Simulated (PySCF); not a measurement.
4H-1,3,5-oxadiazine (C3H4N2O), SMILES N1CN=COC=1.

Coordinates come from a PBE0-D3(BJ)/def2-SVP optimisation. The values are those of a single conformer.

Two levels are set side by side: TDDFT-PBE/def2-SVPD (PySCF) and TDDFT-LC-ωPBE/def2-SVPD (PySCF). Vertical, same geometry. The lowest singlet is HOMO→LUMO 100 % with PBE and HOMO−1→LUMO 94 % with the other functional; states are paired by order. Differences are taken from unrounded values.

| quantity | TDDFT-LC-ωPBE |
|---|---|
| lowest singlet excitation (eV) | 5.27 |
| lowest triplet excitation (TDA) (eV) | 4.28 |

Question: What does TDDFT-PBE give, and how far is it from TDDFT-LC-ωPBE? (An estimate is asked for; the answer gives what the named calculation found.)

Answer: 
```csv
quantity,TDDFT-PBE,TDDFT-PBE minus TDDFT-LC-ωPBE
lowest singlet excitation (eV),4.27,-1.01
lowest triplet excitation (TDA) (eV),3.80,-0.49
```

A lower first singlet is the usual sign of a functional without exact exchange. Differences between two approximate levels are no errors against the true value.

Rough cost on one machine, each run with all the roots and properties that it gave: TDDFT-LC-ωPBE against TDDFT-PBE about 5 times.
